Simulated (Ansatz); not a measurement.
[Yb(NH3)6]3+ (YbN₆H₁₈³⁺), relaxed as a doublet with UKS PBE-D4/def2-SVP in Ansatz, starting from the GFN2-xTB geometry. Force threshold 0.03 eV/Å.

In the def2 sets Yb takes a core potential; there is no spin–orbit coupling. With an open 4f shell the SCF may have ended on a state above the lowest. The relaxation made no stability test and no search for a lower SCF solution. No other spin state of charge 3 was run.

Start:

```xyz
25

Yb   -0.0026   -0.0032    0.0015
N     0.7803   -1.9393    1.4734
H     1.2136   -2.7245    0.9686
H     0.0462   -2.3950    2.0325
H     1.4897   -1.6881    2.1752
N    -0.7787    1.9515   -1.4588
H    -1.2554    2.7095   -0.9517
H    -1.4497    1.7034   -2.1983
H    -0.0353    2.4442   -1.9724
N    -0.2449   -1.6191   -1.9675
H     0.5842   -1.6978   -2.5721
H    -0.9984   -1.3865   -2.6287
H    -0.4457   -2.5962   -1.7144
N     0.2468    1.6273    1.9547
H     0.5877    2.5648    1.7018
H     0.8950    1.3325    2.6976
H    -0.6242    1.8232    2.4664
N     2.4238    0.4402   -0.6712
H     3.0689   -0.3385   -0.4802
H     2.8712    1.2389   -0.2012
H     2.5809    0.6379   -1.6687
N    -2.4265   -0.4651    0.6707
H    -3.0842    0.2886    0.4287
H    -2.5929   -0.6113    1.6757
H    -2.8499   -1.2977    0.2384
```

```
        step  energy (eV)  largest force component (eV/Å)  SCF passes
           1  -40747.0074                           0.638          98
           2  -40747.0975                           0.158          44
           3  -40747.1385                           0.308          37
4 (rejected)  -40747.1245                           0.145          38
           5  -40747.1613                           0.052          38
           6  -40747.1623                           0.022          29
           7  -40747.1632                           0.033          36
           8  -40747.1636                           0.078          37
           9  -40747.1643                           0.034          31
          10  -40747.1646                           0.035          34
          11  -40747.1650                           0.026          31
          12  -40747.1650                           0.079          37
          13  -40747.1656                           0.029          31
```

Force components are those of the run's own axes.

End:

```xyz
25

Yb    0.001   -0.001   -0.001
N     0.722   -1.922    1.376
H     1.266   -2.648    0.872
H    -0.040   -2.464    1.826
H     1.339   -1.673    2.173
N    -0.679    1.946   -1.365
H    -1.332    2.604   -0.900
H    -1.171    1.703   -2.248
H     0.093    2.561   -1.684
N    -0.189   -1.604   -1.872
H     0.699   -1.841   -2.353
H    -0.802   -1.289   -2.648
H    -0.580   -2.532   -1.620
N     0.139    1.615    1.865
H     0.699    2.466    1.669
H     0.570    1.237    2.732
H    -0.768    1.996    2.197
N     2.305    0.434   -0.778
H     2.973   -0.342   -0.604
H     2.769    1.248   -0.332
H     2.418    0.621   -1.792
N    -2.298   -0.467    0.774
H    -2.998    0.252    0.507
H    -2.425   -0.554    1.801
H    -2.710   -1.346    0.407
```

By distances, no bond broke or formed. The bond that changes most is Yb1–N6, from 2.56 to 2.47 Å (atoms count from 1).

The force fell under the threshold at step 6, but the optimiser went on and released 0.003 eV more. No frequencies were taken in this run, so the end may be a saddle point.

Hardware: 4 threads of Arm Neoverse V1 on a shared host. Wall time 2.2 min.
